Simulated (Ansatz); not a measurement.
Ansatz results at the PBE0-D4/def2-TZVP geometry: HOMO energy (ωB97M-V/def2-TZVPP) -9.76 eV; HOMO energy (PBE0/def2-TZVPP) -7.51 eV; LUMO energy (PBE0/def2-TZVPP) -2.65 eV.

Which molecule gave them?
A. `C=C1NCO1`
B. `FC1[CH2][SnH2][CH2]1`
C. `O=[C]1O[CH](F)[AlH]1`
D. `F[SiH2][AlH][Cl]`

C. The others give `F[SiH2][AlH][Cl]`: -9.85, -7.85, -2.14; `C=C1NCO1`: -8.29, -6.07, 0.99; `FC1[CH2][SnH2][CH2]1`: -9.64, -7.48, -0.40.
